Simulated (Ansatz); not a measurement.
System: SiHCl3, charge 0, singlet. SiHCl3 (trichlorosilane, SMILES Cl[SiH](Cl)Cl).
B3LYP-D3(BJ)/def2-TZVP minimum from Ansatz (a first-principles code):
```
Si
H 1 1.4634
Cl 1 2.0409 2 109.41
Cl 1 2.0409 2 109.41 3 -120.00
Cl 1 2.0409 2 109.41 3 120.00
```
Charge 0, spin multiplicity 1.

Hartree-Fock and CCSD(T) correlation energies in hartree (Ansatz). Radicals and triplets start from unrestricted determinants; spin-orbit coupling is neglected. Cores are frozen in correlated methods. No relativity.

```csv
basis,X,E(HF),"E(corr, CCSD(T))"
cc-pV(T+d)Z,3,-1668.25785,-0.76443
cc-pV(Q+d)Z,4,-1668.27226,-0.83500
cc-pV(5+d)Z,5,-1668.27473,withheld
```

Problem. Fit E(corr) = E∞ + A/X³ to X = 3 and 4, predict X = 5, and compare with the run.

Solution. A = (-0.76443 - (-0.83500))/(1/27 - 1/64) = 3.2958; E∞ = -0.83500 - A/64 = -0.88650; at X = 5, E∞ + A/125 = -0.86013. The run gave -0.85831, 1.82 mEh above the prediction. The same form on X = 4 and 5 gives E∞ = -0.88277, 3.73 mEh above the first estimate.
